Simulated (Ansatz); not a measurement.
Consider the redistribution: `C=[CH][AlH][F]` + `C=C[SiH2][SiH2]F` → `C=[CH][AlH2]` + `C=C[SiH](F)[SiH2]F`.

Gas-phase electronic energies from Ansatz, PBE0-D4/def2-TZVP geometries. CCSD(T)/CBS adds triple-zeta CCSD(T) − MP2 to the extrapolated MP2 energy (def2 sets, frozen cores). One conformer a species, not always the lowest.

```json
{"species": "`C=[CH][AlH][F]`", "MP2/CBS(def2) energy (Eh)": "-420.31702"}
{"species": "`C=C[SiH2][SiH2]F`", "MP2/CBS(def2) energy (Eh)": "-758.21095"}
{"species": "`C=[CH][AlH2]`", "MP2/CBS(def2) energy (Eh)": "-321.02868"}
{"species": "`C=C[SiH](F)[SiH2]F`", "MP2/CBS(def2) energy (Eh)": "-857.47145"}
```

Task: Work out ΔE.

Result: ΔE = (-321.02868) + (-857.47145) − (-420.31702) − (-758.21095) = 0.02784 Eh = +73.1 kJ/mol. CCSD(T)/CBS gives +70.8 kJ/mol.

Largest T1 diagnostic among the species: 0.012.

In def2-TZVPP, CCSD(T) changes the Hartree–Fock value by +11.2 kJ/mol (the triples alone add +1.2 kJ/mol) and MP2 by +13.5 kJ/mol.
